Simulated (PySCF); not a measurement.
**Electronic structure of As³⁺ (arsenic, charge +3) at the UHF level**

Configuration: [Ar] 3d10 4s2, closed-shell 1S. All numbers are calculated (PySCF 2.14, the spin-free X2C one-electron Hamiltonian (Gaussian nucleus), in x2c-SVPall).

* Total energy: -2256.604885 hartree
* One-electron energy: -3104.6965 hartree
* Hartree (Coulomb) energy: 929.9155 hartree
* Exchange energy: -81.8239 hartree
* ⟨S²⟩: 0.0000
* ⟨L²⟩: 0.000
* Sum of ⟨r⟩: 16.70 bohr
* Sum of ⟨r²⟩: 16.63 bohr²
* Langevin diamagnetic susceptibility: -13.2 ×10⁻⁶ cm³/mol
* Time after the integrals: 0.12 s of wall time on 1 thread of Neoverse-N1 (shared host)

```tsv
shell	electrons	mean orbital energy (hartree)	rms radius, mean of both spins (bohr)
1s	2	-440.18059	0.0525
2s	2	-59.04958	0.219
2p	6	-51.77233	0.196
3s	2	-9.55779	0.639
3p	6	-7.21376	0.667
3d	10	-3.34880	0.744
4s	2	-1.76640	1.91
```

Densities and radii are taken from the X2C orbitals without a picture-change correction, which distorts them close to the nucleus.
